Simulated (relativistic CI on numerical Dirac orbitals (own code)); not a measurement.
A ladder of approximations for the levels of Ag⁴⁺

Calculated with a relativistic CI code on KLI orbitals (one set per configuration, finite nucleus), adding one ingredient at a time: step 1, Dirac-Coulomb, each configuration alone; step 2, with Breit and QED terms; step 3, with configuration mixing; step 4, with scaled Slater integrals (0.85); step 5, with a P86 correlation estimate; step 6, tied to the ionisation limit. P86 is a density functional for the correlation energy, evaluated here for each configuration and added to its levels. Step 6 is semi-empirical: configurations made of the next ion and one excited electron move by -14001 cm⁻¹, so that their limit matches the tabulated ionisation energy, and those with a non-penetrating f or g electron also take the P86 value of the least penetrating other one.

CI space (outside the closed core [Ar] 3d10): 4s2.4p6.4d7, 4s2.4p6.4d6.5s, 4s2.4p6.4d6.4f, 4s2.4p6.4d6.5p, 4s2.4p5.4d8, 4s2.4p6.4d6.5d, 4s2.4p6.4d6.6s, 4s2.4p6.4d6.6p, 4s2.4p6.4d5.5s.5p, 4s2.4p6.4d6.6d, 4s2.4p6.4d6.5f, 4s2.4p6.4d6.6f, 4s.4p6.4d8, 4s2.4p6.4d5.5s2, 4s2.4p6.4d4.4f.5s2, 4s2.4p6.4d4.5s2.5p, 4s2.4p6.4d4.5s2.5d, 4s2.4p6.4d4.5s2.6s.

Computed minus measured energy above the ground level, in cm⁻¹, for 16 of the 45 excited levels that pair in every step (one J of a term; a digit in brackets numbers repeated terms):

```tsv
Configuration	Term	J	Measured	Step 1	Step 2	Step 3	Step 4	Step 5	Step 6
4s2.4p6.4d7	4F	7/2	3690	-69	-187	-206	-156	-156	-157
4s2.4p6.4d7	4P	3/2	14204	3951	3974	3108	625	631	618
4s2.4p6.4d7	2G	9/2	16875	2422	2358	2191	-296	-298	-295
4s2.4p6.4d7	2H	11/2	22532	3192	3056	3188	-188	-191	-186
4s2.4p6.4d7	2D	5/2	24361	3978	3864	3223	-157	-154	-161
4s2.4p6.4d7	2P	1/2	24599	4625	4403	2611	-103	-101	-105
4s2.4p6.4d7	2F	5/2	34635	7363	7296	6478	861	868	852
4s2.4p6.4d6.5s	6D	9/2	132745	-2795	-2389	-2127	738	6119	-7866
4s2.4p6.4d6.5s	4D	7/2	146216	729	1143	1098	1410	6795	-7187
4s2.4p6.4d6.5s	4H	13/2	156645	434	737	979	7	5388	-8598
4s2.4p6.4d6.5s	4G	11/2	161490	1725	2020	2133	397	5780	-8204
4s2.4p6.4d6.5s	2H	9/2	165334	2617	2956	2990	514	5897	-8085
4s2.4p6.4d6.5s	2G	9/2	170865	3694	3944	3879	736	6119	-7859
4s2.4p6.4d6.5s	2I	13/2	171530	2223	2430	2592	-417	4965	-9020
4s2.4p6.4d6.5s	2D	3/2	175242	5718	6069	5983	1666	7047	-6907
4s2.4p6.4d6.5s	2F	7/2	181639	7060	7439	7308	1671	7055	-6918
```

Mean absolute errors in cm⁻¹, over all paired levels and for the configurations:

| Configuration, levels | Step 1 | Step 2 | Step 3 | Step 4 | Step 5 | Step 6 |
| --- | --- | --- | --- | --- | --- | --- |
| all, 45 | 3216 | 3297 | 3109 | 683 | 4000 | 5058 |
| 4s2.4p6.4d7, 17 | 4190 | 4089 | 3635 | 474 | 477 | 471 |
| 4s2.4p6.4d6.5s, 28 | 2626 | 2816 | 2789 | 811 | 6139 | 7843 |

Measured levels: measured levels as listed in Gamrath, thesis, University of Mons (2023).

Problem. What does each ingredient do to the ground and the excited configurations, and where is the model closest to experiment?

Solution. Terms of the ground configuration are off by 4190 at first, 3635 with mixing and 474 after scaling, which stands in for the correlation that narrows term splittings. The Breit and QED terms change the top of the ground term (measured 7097) from 7195 to 7001. Mixing lowers the ground level by 431; relative to it the configurations that move most are 4s2.4p6.4d6.5s by +65. The P86 estimate moves 4s2.4p6.4d6.5s by +5383, and takes the mean absolute error of the excited configurations from 811 to 6139; it adds to levels that were already too high. Step 6 takes that error from 6139 to 7843. The mean absolute error is lowest at step 4 (683 cm⁻¹), and the largest single drop is from step 3 to 4 (3109 to 683).
